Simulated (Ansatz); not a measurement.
Cost and result for the atomization energy of C$_{3}$H$_{6}$SSi (`C[SiH]1C=CS1`) (11 atoms, 11 bonds).

| atom | x (Å) | y (Å) | z (Å) |
| --- | --- | --- | --- |
| C1 | 1.5509 | -0.0614 | -0.9825 |
| Si2 | 0.2170 | 0.6287 | 0.1115 |
| C3 | -0.7524 | -0.5076 | 1.1929 |
| C4 | -1.9129 | -0.3054 | 0.5505 |
| S5 | -1.7427 | 0.8181 | -0.8214 |
| H6 | 2.4419 | -0.2935 | -0.3921 |
| H7 | 1.2089 | -0.9739 | -1.4737 |
| H8 | 1.8342 | 0.6642 | -1.7489 |
| H9 | 0.6646 | 1.9019 | 0.7359 |
| H10 | -0.6184 | -1.1441 | 2.0571 |
| H11 | -2.8910 | -0.7271 | 0.7706 |

Charge 0, multiplicity 1. Geometry: relaxed with PBE0-D4/def2-TZVP. Program: Ansatz. All runs use 4 threads of a server CPU on a shared host. Times are those of one run each, without the atoms' runs, and a repeat can differ threefold. Electronic energies, without spin–orbit coupling; frozen cores. CCSD(T)/CBS adds CCSD(T) − MP2 in def2-TZVPP to the MP2 limit, and its time is that of the two runs behind it. T1 = 0.013.

CCSD(T)/CBS is a level of theory with its own doubt, some kJ/mol a heavy atom from the limit and from the frozen cores, so smaller differences don't rank the functionals.

```csv
level,functions,wall time,atomization (kJ/mol),difference from CCSD(T)/CBS,per bond
revPBE-D4/def2-TZVPP,261,2.1 s,4273.8,5.1,0.5
BLYP-D4/def2-TZVPP,261,2.1 s,4245.4,-23.3,-2.1
PBE-D4/def2-TZVPP (with forces),261,2.8 s,4368.6,99.9,9.1
PBE0-D4/def2-TZVPP,261,3.6 s,4307.2,38.5,3.5
BHLYP-D4/def2-TZVPP,261,3.7 s,4155.4,-113.3,-10.3
CAM-B3LYP-D4/def2-TZVPP,261,4 s,4267.7,-1.0,-0.1
CCSD(T)/def2-SVP,108,4.4 s,4021.1,-247.6,-22.5
r2SCANh-D4/def2-TZVPP,261,6.5 s,4273.2,4.5,0.4
B2PLYP/def2-TZVPP,261,6.5 s,4218.5,-50.2,-4.6
B97M-V/def2-TZVPP,261,11 s,4303.3,34.6,3.1
MP2/def2-QZVPP,491,26 s,4295.4,26.7,2.4
CCSD(T)/def2-TZVPP,261,2.4 min,4155.5,-113.2,-10.3
CCSD(T)/CBS(def2),–,2.8 min,4268.7,0.0,0.0
```

At CCSD(T), def2-SVP lies −247.6 kJ/mol from the extrapolated value and def2-TZVPP −113.2 kJ/mol: correlation converges slowly with the basis, and small sets miss more of it in the bonded molecule than in its fragments. From r2SCAN to r2SCAN0 (25 % exact exchange), in def2-TZVPP and without D4, the atomization energy moves by −55.4 kJ/mol: exact exchange takes away binding that semilocal exchange gives to molecules. In def2-TZVPP, CCSD(T) changes the Hartree–Fock value by +1011.4 kJ/mol (the triples alone add +72.2 kJ/mol) and MP2 by +1084.5 kJ/mol; breaking electron pairs costs correlation energy, which Hartree–Fock lacks.
